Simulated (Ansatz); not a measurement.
Relaxation of CH5NTe (8 atoms, charge 0, multiplicity 1), to a largest force component of 0.015 eV/Å in at most 40 steps.

Theory: RKS PBE0-D4/def2-SVP in Ansatz.

```xyz
8
Properties=species:S:1:pos:R:3
N -0.532 0.649 -0.639
C 0.369 0.311 0.382
Te -0.478 -1.264 1.568
H -1.300 -0.009 -0.667
H -1.009 1.585 -0.426
H 0.577 1.202 1.039
H 1.353 -0.025 -0.072
H -0.440 -2.300 0.195
```

Q: Where does it end, and by what steps?

A: The forces met the threshold. After 7 steps the energy has fallen by 0.482 eV; H4 moved furthest, 0.74 Å.

```tsv
step	energy less start (eV)	largest force component (eV/Å)	accepted
0	0.0000	2.755	yes
1	-0.2600	0.728	yes
2	-0.3291	0.453	yes
3	-0.4210	0.348	yes
4	-0.4627	0.201	yes
5	-0.4800	0.099	yes
6	-0.4821	0.031	yes
7	-0.4822	0.010	yes
```

```xyz
8
Properties=species:S:1:pos:R:3
N -0.566 0.902 -0.590
C 0.349 0.338 0.324
Te -0.384 -1.254 1.723
H -0.921 0.224 -1.259
H -1.364 1.332 -0.129
H 0.740 1.094 1.019
H 1.198 -0.126 -0.192
H -0.510 -2.362 0.484
```

Whether the end is a true minimum wasn't checked by a vibrational analysis.

Run time: 30 s on 1 thread of Arm Neoverse V2, with other jobs on the host, peak memory 0.17 GiB.
